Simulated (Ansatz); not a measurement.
Born–Oppenheimer molecular dynamics of C3H9ClSi (14 atoms, charge 0, multiplicity 1). It goes on from the last frame of an earlier run, with new velocities.

Level of theory: Ansatz 0.2.0, RKS PBE-D4/def2-SVP.

```yaml
ensemble: NVT, Nosé–Hoover chain
time_step: 1 fs
steps_asked: 150
set_temperature: 300 K
thermostat: time constant 300 fs, chain length 3
seed: 540244
```

Frames 1 fs apart, positions in Å, forces in eV/Å.

Velocities at 70 fs (Å/ps):

```
Si 2.02 -1.13 1.34
Cl 1.36 -1.58 -3.10
C -0.58 0.27 1.70
H 20.34 -10.30 34.97
H -19.32 -12.52 -14.59
H -15.54 37.71 47.73
C -0.74 4.77 -2.11
H 5.93 15.31 2.18
H -11.05 23.47 -7.69
H -24.38 -23.20 6.33
C -5.74 -1.81 -1.90
H 6.61 18.25 -27.13
H 41.66 -2.90 41.23
H -24.08 2.68 16.39
```

```xyz
14
Properties=species:S:1:pos:R:3:forces:R:3 time_fs=70 energy_less_start_eV=-0.396 T=524
Si 0.044 -0.050 -0.060 0.36 -1.06 0.09
Cl -0.084 -0.143 2.042 0.36 -0.15 0.18
C 1.774 -0.025 -0.788 0.59 -1.48 -1.70
H 1.728 -0.102 -1.957 -0.32 0.49 1.48
H 2.446 0.802 -0.544 0.18 0.39 0.21
H 2.328 -0.998 -0.605 -0.33 0.62 0.39
C -0.826 1.530 -0.354 0.73 0.21 1.52
H -1.896 1.381 -0.121 0.05 0.59 0.40
H -0.166 2.181 0.337 -1.46 -0.25 -0.59
H -0.698 1.878 -1.345 0.09 0.65 -1.71
C -0.757 -1.629 -0.657 -0.45 -2.34 -2.37
H -0.715 -2.581 -0.037 -0.01 1.03 0.12
H -1.825 -1.557 -1.030 0.43 0.27 0.67
H -0.288 -2.065 -1.651 -0.22 1.03 1.31
14
Properties=species:S:1:pos:R:3:forces:R:3 time_fs=71 energy_less_start_eV=-0.498 T=586
Si 0.046 -0.052 -0.059 0.21 -0.95 0.00
Cl -0.082 -0.145 2.039 0.37 -0.15 0.24
C 1.774 -0.025 -0.787 -0.22 -1.16 -1.04
H 1.746 -0.110 -1.915 -0.41 0.34 0.49
H 2.428 0.792 -0.558 0.63 1.06 0.45
H 2.311 -0.958 -0.556 0.17 -0.27 0.48
C -0.826 1.535 -0.355 0.77 -0.01 1.86
H -1.890 1.399 -0.117 -0.17 0.49 0.46
H -0.184 2.203 0.327 -1.31 -0.25 -0.59
H -0.722 1.858 -1.347 0.18 0.80 -2.13
C -0.762 -1.632 -0.660 1.12 -1.37 -1.68
H -0.708 -2.557 -0.064 0.06 0.20 0.77
H -1.781 -1.558 -0.985 -1.49 0.44 0.04
H -0.313 -2.057 -1.628 0.09 0.83 0.64
14
Properties=species:S:1:pos:R:3:forces:R:3 time_fs=72 energy_less_start_eV=-0.445 T=557
Si 0.048 -0.053 -0.057 0.04 -0.84 -0.09
Cl -0.081 -0.146 2.036 0.38 -0.15 0.31
C 1.774 -0.027 -0.787 -0.76 -0.47 0.15
H 1.761 -0.115 -1.868 -0.45 0.11 -0.95
H 2.416 0.791 -0.567 0.79 1.38 0.57
H 2.296 -0.920 -0.502 0.65 -1.11 0.62
C -0.826 1.540 -0.355 0.63 -0.08 1.10
H -1.885 1.421 -0.108 -0.33 0.38 0.46
H -0.215 2.223 0.311 -0.94 -0.06 -0.41
H -0.744 1.846 -1.370 0.16 0.63 -1.56
C -0.767 -1.636 -0.664 2.61 -0.13 -0.73
H -0.701 -2.532 -0.083 0.16 -0.74 1.46
H -1.752 -1.556 -0.940 -3.46 0.63 -0.52
H -0.338 -2.042 -1.599 0.52 0.45 -0.41
14
Properties=species:S:1:pos:R:3:forces:R:3 time_fs=73 energy_less_start_eV=-0.395 T=532
Si 0.050 -0.055 -0.056 -0.13 -0.68 -0.17
Cl -0.079 -0.148 2.033 0.38 -0.15 0.38
C 1.773 -0.028 -0.787 -0.69 0.30 1.61
H 1.772 -0.118 -1.830 -0.42 -0.18 -2.40
H 2.411 0.804 -0.571 0.56 1.18 0.52
H 2.287 -0.892 -0.441 0.87 -1.44 0.65
C -0.825 1.544 -0.354 0.23 -0.18 -0.32
H -1.884 1.448 -0.096 -0.35 0.26 0.39
H -0.254 2.243 0.291 -0.41 0.31 -0.08
H -0.765 1.839 -1.407 0.11 0.31 -0.41
C -0.770 -1.640 -0.669 2.55 0.99 0.17
H -0.692 -2.514 -0.088 0.24 -1.35 1.88
H -1.756 -1.547 -0.900 -3.90 0.66 -0.58
H -0.357 -2.022 -1.575 0.97 -0.03 -1.64
14
Properties=species:S:1:pos:R:3:forces:R:3 time_fs=74 energy_less_start_eV=-0.512 T=602
Si 0.052 -0.057 -0.055 -0.31 -0.48 -0.23
Cl -0.077 -0.150 2.030 0.39 -0.16 0.44
C 1.771 -0.030 -0.785 -0.04 0.70 2.57
H 1.778 -0.123 -1.816 -0.32 -0.39 -2.93
H 2.411 0.828 -0.570 0.08 0.60 0.36
H 2.286 -0.879 -0.375 0.70 -1.09 0.37
C -0.824 1.549 -0.354 -0.38 -0.39 -1.66
H -1.886 1.477 -0.079 -0.23 0.12 0.25
H -0.298 2.265 0.270 0.16 0.75 0.29
H -0.785 1.836 -1.448 0.08 0.03 0.69
C -0.771 -1.643 -0.674 0.73 1.48 0.86
H -0.681 -2.509 -0.075 0.25 -1.22 1.73
H -1.796 -1.532 -0.866 -2.29 0.45 -0.25
H -0.367 -2.002 -1.565 1.19 -0.39 -2.48
14
Properties=species:S:1:pos:R:3:forces:R:3 time_fs=75 energy_less_start_eV=-0.688 T=707
Si 0.054 -0.060 -0.053 -0.49 -0.25 -0.27
Cl -0.076 -0.152 2.027 0.39 -0.17 0.50
C 1.769 -0.031 -0.781 0.84 0.66 2.42
H 1.782 -0.133 -1.829 -0.20 -0.45 -2.06
H 2.413 0.858 -0.565 -0.40 -0.06 0.16
H 2.291 -0.875 -0.305 0.29 -0.37 -0.17
C -0.824 1.553 -0.354 -0.94 -0.53 -2.44
H -1.890 1.507 -0.060 -0.03 -0.03 0.08
H -0.340 2.294 0.252 0.57 1.02 0.48
H -0.804 1.833 -1.483 0.09 -0.13 1.43
C -0.772 -1.645 -0.678 -1.12 1.10 1.11
H -0.668 -2.516 -0.046 0.16 -0.49 1.04
H -1.859 -1.513 -0.834 -0.10 0.10 0.02
H -0.365 -1.987 -1.580 0.93 -0.40 -2.31
14
Properties=species:S:1:pos:R:3:forces:R:3 time_fs=76 energy_less_start_eV=-0.722 T=726
Si 0.056 -0.062 -0.052 -0.66 -0.01 -0.29
Cl -0.074 -0.153 2.025 0.39 -0.18 0.56
C 1.768 -0.031 -0.776 1.58 0.41 1.56
H 1.783 -0.146 -1.862 -0.10 -0.38 -0.45
H 2.410 0.887 -0.559 -0.74 -0.59 -0.01
H 2.300 -0.876 -0.237 -0.10 0.32 -0.76
C -0.824 1.557 -0.357 -1.24 -0.36 -2.49
H -1.895 1.537 -0.040 0.18 -0.19 -0.11
H -0.376 2.333 0.238 0.70 0.89 0.37
H -0.822 1.829 -1.503 0.10 -0.20 1.76
C -0.773 -1.646 -0.681 -1.99 0.26 0.83
H -0.653 -2.527 -0.007 0.04 0.37 0.15
H -1.923 -1.492 -0.802 1.53 -0.21 0.08
H -0.355 -1.975 -1.617 0.30 -0.13 -1.19
14
Properties=species:S:1:pos:R:3:forces:R:3 time_fs=77 energy_less_start_eV=-0.563 T=629
Si 0.058 -0.065 -0.051 -0.80 0.20 -0.33
Cl -0.072 -0.155 2.022 0.38 -0.19 0.61
C 1.768 -0.031 -0.769 2.00 0.14 0.69
H 1.784 -0.163 -1.900 -0.02 -0.26 0.98
H 2.400 0.911 -0.553 -0.89 -0.90 -0.13
H 2.308 -0.873 -0.176 -0.36 0.77 -1.23
C -0.825 1.561 -0.362 -1.25 0.14 -1.92
H -1.898 1.565 -0.022 0.33 -0.34 -0.26
H -0.406 2.381 0.229 0.62 0.35 0.00
H -0.839 1.822 -1.507 0.10 -0.18 1.69
C -0.776 -1.647 -0.683 -2.08 -0.46 0.36
H -0.638 -2.535 0.034 -0.08 1.00 -0.61
H -1.972 -1.474 -0.770 2.42 -0.43 0.01
H -0.342 -1.964 -1.665 -0.37 0.15 0.14
14
Properties=species:S:1:pos:R:3:forces:R:3 time_fs=78 energy_less_start_eV=-0.344 T=494
Si 0.059 -0.067 -0.051 -0.92 0.38 -0.39
Cl -0.070 -0.157 2.020 0.37 -0.20 0.66
C 1.770 -0.031 -0.761 2.05 -0.10 0.11
H 1.784 -0.182 -1.928 0.05 -0.14 1.90
H 2.382 0.925 -0.548 -0.85 -0.96 -0.19
H 2.312 -0.863 -0.127 -0.47 0.95 -1.51
C -0.827 1.564 -0.368 -1.11 0.70 -0.97
H -1.897 1.589 -0.005 0.39 -0.48 -0.35
H -0.430 2.432 0.219 0.48 -0.35 -0.41
H -0.855 1.814 -1.495 0.10 -0.08 1.24
C -0.780 -1.648 -0.685 -1.84 -0.78 0.00
H -0.624 -2.533 0.069 -0.16 1.30 -1.13
H -1.998 -1.460 -0.737 2.75 -0.56 -0.12
H -0.332 -1.952 -1.711 -0.85 0.31 1.17
14
Properties=species:S:1:pos:R:3:forces:R:3 time_fs=79 energy_less_start_eV=-0.228 T=421
Si 0.060 -0.069 -0.050 -1.00 0.54 -0.47
Cl -0.067 -0.159 2.018 0.36 -0.21 0.70
C 1.774 -0.031 -0.754 1.78 -0.33 -0.22
H 1.785 -0.203 -1.938 0.10 -0.04 2.31
H 2.356 0.931 -0.545 -0.64 -0.76 -0.19
H 2.312 -0.844 -0.092 -0.42 0.89 -1.59
C -0.831 1.569 -0.375 -0.87 1.07 0.22
H -1.893 1.610 0.007 0.34 -0.58 -0.39
H -0.449 2.480 0.205 0.38 -0.94 -0.71
H -0.870 1.806 -1.471 0.07 0.09 0.38
C -0.786 -1.650 -0.688 -1.44 -0.73 -0.17
H -0.611 -2.519 0.092 -0.20 1.30 -1.39
H -1.998 -1.452 -0.705 2.67 -0.62 -0.26
H -0.331 -1.937 -1.747 -1.12 0.33 1.77
14
Properties=species:S:1:pos:R:3:forces:R:3 time_fs=80 energy_less_start_eV=-0.277 T=450
Si 0.061 -0.071 -0.049 -1.06 0.66 -0.56
Cl -0.065 -0.161 2.016 0.35 -0.21 0.74
C 1.779 -0.031 -0.747 1.20 -0.54 -0.40
H 1.787 -0.225 -1.925 0.15 0.02 2.29
H 2.323 0.929 -0.544 -0.30 -0.30 -0.14
H 2.307 -0.816 -0.073 -0.22 0.61 -1.44
C -0.834 1.574 -0.382 -0.58 1.13 1.47
H -1.885 1.624 0.017 0.18 -0.64 -0.36
H -0.464 2.518 0.184 0.36 -1.31 -0.82
H -0.884 1.798 -1.444 0.00 0.29 -0.78
C -0.793 -1.653 -0.690 -0.85 -0.40 -0.23
H -0.600 -2.492 0.103 -0.18 1.02 -1.37
H -1.972 -1.449 -0.676 2.13 -0.58 -0.38
H -0.340 -1.919 -1.765 -1.19 0.25 1.99
14
Properties=species:S:1:pos:R:3:forces:R:3 time_fs=81 energy_less_start_eV=-0.428 T=541
Si 0.061 -0.073 -0.049 -1.09 0.78 -0.67
Cl -0.063 -0.163 2.015 0.33 -0.21 0.78
C 1.784 -0.031 -0.740 0.40 -0.65 -0.43
H 1.790 -0.246 -1.891 0.19 0.01 1.83
H 2.288 0.925 -0.544 0.10 0.33 -0.06
H 2.301 -0.783 -0.068 0.13 0.11 -1.03
C -0.839 1.580 -0.387 -0.24 0.95 2.40
H -1.876 1.633 0.022 -0.06 -0.67 -0.27
H -0.476 2.544 0.156 0.41 -1.42 -0.77
H -0.899 1.793 -1.424 -0.08 0.45 -1.83
C -0.801 -1.655 -0.692 0.11 0.14 -0.26
H -0.591 -2.455 0.101 -0.07 0.49 -1.07
H -1.925 -1.451 -0.651 0.97 -0.42 -0.46
H -0.360 -1.898 -1.764 -1.09 0.10 1.83
```

Of the whole run (150 fs, mean temperature of the second half 497 K): The conserved energy stayed within 3.2 meV per atom of its start (net change -2.7 meV per atom), so there is no drift, though single steps change it by up to 36 meV in the whole system, a sign of fast motions only just resolved. The mean temperature of the second half is 66 % above the set value. A run of 0.15 ps of so small a system gives no equilibrium averages.

Time of the run: 6.6 min on 2 threads of Arm Neoverse V1, with other jobs on the host, peak memory 0.16 GiB.
